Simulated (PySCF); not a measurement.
# Computed properties of Pb(I)(OH) (HIOPb), SMILES [OH][Pb][I]

Pb(I)(OH) (HIOPb), SMILES [Pb]([OH])[I] (connectivity only; charge and spin as stated), neutral, multiplicity 1. Geometry optimised at B3LYP-D3(BJ)/def2-SVP. The def2 effective core potentials stand for the cores of I, Pb; spin–orbit coupling is left out. One conformer was computed; it need not be the lowest. All values are computed for the isolated molecule unless a solvent is named; none is compared with measurement here.

**Structure.** The optimised structure has Cs symmetry. All 6 harmonic modes at B3LYP-D3(BJ)/def2-SVP (PySCF) are real, so it is a minimum. With heavy atoms numbered as in [Pb:1]([I:2])[OH:3], the shortest bond between them is Pb1–O3 at 2.120 Å and the longest Pb1–I2 at 2.861 Å.

**Vibrations.** The strongest infrared lines (harmonic, unscaled, degenerate partners summed) lie at 343 cm⁻¹ (110 km/mol, H 92 %), 537 cm⁻¹ (82 km/mol, O 90 %), 698 cm⁻¹ (63 km/mol, H 94 %). The softest mode is at 111 cm⁻¹ and the zero-point energy is 8.1 kcal/mol.

**Electronic structure.** PBE0/def2-TZVPD (PySCF) places the frontier levels at -7.13 and -2.84 eV, a gap of 4.29 eV, and gives a dipole moment of 5.06 D and a mean polarisability of 90.6 bohr³.

**Excitations.** TDDFT-M06-2X/def2-SVPD (PySCF) has S1 at 3.50 eV (354 nm, f = 0.005, weak); the most intense of the 10 singlets computed lies at 5.64 eV (f = 0.29). T1 (TDA) is at 3.00 eV. No vertical singlet excitation falls in the visible range (under 3.1 eV).
